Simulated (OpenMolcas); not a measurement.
**Pr3+: moving or changing the point charges**

Pr3+ among 8 point charges of -2 e arranged as a cube (Oh), 2.51 Å from the ion.

```yaml
Program: OpenMolcas
Method: CASSCF
Basis: ANO-RCC-VDZP [7s6p4d2f1g]
Scalar_Hamiltonian: DKH2, point nucleus
Active_space: 2 electrons in 7 orbitals (4f)
State_averaging: 2S+1 = 3 even, 21 roots; 2S+1 = 1 even, 27 roots kept (CI in the orbitals of an earlier block)
Spin-orbit_coupling: state interaction with AMFI integrals over the reference wave functions
```

Runs around this geometry, states (labels of O, the rotations of Oh). Energies in cm-1 above the lowest state or level, χT in cm3 K/mol; under a threefold ground state the first gap can be a small split of the lowest multiplet, not the spin-orbit step.

```csv
R (Å),Ground state,First state of that spin,First gap with spin-orbit (degeneracies),Width of lowest J,χT at 300 K
2.51,3T1,3E 40.9,"308.2 (3, 2)",431,1.533
2.72,3T1,3E 28.1,"210.1 (3, 2)",297,1.591
2.9,3T1,3E 20.8,"154.7 (3, 2)",221,1.616
```

Taking the width of the lowest J multiplet as R^-n, n = -ln(221 / 431) / ln(2.9 / 2.51) = 4.6 between the shortest and longest distance.

Point charges carry no covalency, so the field is a model and not that of real ligands. No measured value stands beside these numbers.
